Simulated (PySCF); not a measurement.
Compound: 4H-thiopyran-4-one, C₅H₄OS.
Atom-mapped SMILES: `[O:1]=[c:2]1[cH:3][cH:4][s:5][cH:6][cH:7]1` (hydrogens: H8 on C3; H9 on C4; H10 on C6; H11 on C7)

Geometry (PBE0-D3(BJ)/def2-SVP, Å), atoms numbered from 1 in this order:
```xyz
11
C5H4OS angstrom
O     -0.0827    2.3830   -0.1411
C     -0.0359    1.1648   -0.0768
C     -1.2543    0.3435   -0.0885
C     -1.2891   -1.0045   -0.0225
S      0.0845   -2.0431    0.0899
C      1.3757   -0.8987    0.0900
C      1.2403    0.4426    0.0167
H     -2.1932    0.8991   -0.1569
H     -2.2354   -1.5522   -0.0362
H      2.3603   -1.3698    0.1571
H      2.1348    1.0707    0.0249
```

Computed with core-valence-separated Tamm–Dancoff BHandHLYP/aug-pcX-1 (pcseg-1 on H, def2-SVPD on S) in PySCF, non-relativistic, gas phase, PBE0-D3(BJ)/def2-SVP geometry. No empirical shift is added; at this level the pattern usually sits a few eV under experiment.

The lowest roots of each edge with f over 0.003 (five at most, numbered afresh; weaker and dark ones are left out), with transition dipoles (au) in the frame of the coordinates:

```
root  edge  E (eV)       μx       μy       μz
   1     C  282.59   0.0053  -0.0060  -0.1194
   2     C  283.16   0.0059  -0.0068  -0.1348
   3     C  283.72  -0.0045   0.0052   0.1013
   4     C  284.97  -0.0015   0.0018   0.0353
   5     C  286.38  -0.0576  -0.0042  -0.0023
   6     O  528.20   0.0025  -0.0029  -0.0576
```

Task: What are the oscillator strengths?

Result: f = (2/3) ΔE |μ|², with ΔE in hartree (27.2114 eV):

| root | ΔE (Eh) | \|μ\|² (au) | f | core hole on |
| --- | --- | --- | --- | --- |
| 1 | 10.3850 | 0.014320 | 0.099 | C3/C7 |
| 2 | 10.4060 | 0.018252 | 0.127 | C4/C6 |
| 3 | 10.4264 | 0.010309 | 0.072 | C2 |
| 4 | 10.4723 | 0.001252 | 0.009 | C3/C7 |
| 5 | 10.5243 | 0.003341 | 0.023 | C3/C7 |
| 6 | 19.4108 | 0.003332 | 0.043 | O1 |

Task: What is the unit vector of the normal of the molecular plane, and which share of each root's |μ|² lies along it?

Result: (0.04, -0.05, -1.00), up to sign.

```json
{"root": "1", "core hole on": "C3/C7", "share along it": "1.00", "final orbital under reflection in the plane": "odd"}
{"root": "2", "core hole on": "C4/C6", "share along it": "1.00", "final orbital under reflection in the plane": "odd"}
{"root": "3", "core hole on": "C2", "share along it": "1.00", "final orbital under reflection in the plane": "odd"}
{"root": "4", "core hole on": "C3/C7", "share along it": "1.00", "final orbital under reflection in the plane": "odd"}
{"root": "5", "core hole on": "C3/C7", "share along it": "0.00", "final orbital under reflection in the plane": "even"}
{"root": "6", "core hole on": "O1", "share along it": "1.00", "final orbital under reflection in the plane": "odd"}
```

The 1s orbitals of atoms in the plane are even under the reflection, so light polarised along the normal reaches odd orbitals alone (the out-of-plane π set) and light polarised in the plane even ones.

Task: For fixed molecules, how does the intensity of root 1 change when the electric field is turned 30° away from the normal of the molecular plane?

Result: Intensity goes as (E·μ)², and μ lies along that direction, so it falls to cos²30° = 0.75 of its maximum; it vanishes at 90°.

Task: Molecules are fixed in this frame and the field points along x. What effective strengths 3 f cos²θ do the roots have (θ between field and μ)?

Result: root 1 (C3/C7): 0.001, root 2 (C4/C6): 0.001, root 3 (C2): 0.000, root 4 (C3/C7): 0.000, root 5 (C3/C7): 0.070, root 6 (O1): 0.000. Root 5 is the strongest. Averaged over all orientations cos²θ is 1/3, which gives f back.

The run took about 50 s of CPU time (one thread, shared machine).
